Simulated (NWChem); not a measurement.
System: TTF (C6H4S4); SMILES C1=CSC(=C2SC=CS2)S1

All runs: NWChem. Coordinates come from a PBE0/def2-SVP optimisation. No frequency run checked for a minimum. Level: PBE/def2-SVP with SMD (1 M gas to 1 M solution), gas-phase geometry.

```tsv
solvent	dielectric constant	solvation free energy (kcal/mol)	cavity-dispersion-structure term (kcal/mol)
water	78.4	-2.1	4.0
tetrahydrofuran	7.43	-6.9	-1.7
anisole	4.22	-6.6	-2.1
1,4-dioxane	2.21	-3.9	-0.8
methanol	32.6	-6.7	-0.8
acetonitrile	35.7	-7.4	-1.4
ethylene glycol	40.2	-3.4	2.7
```
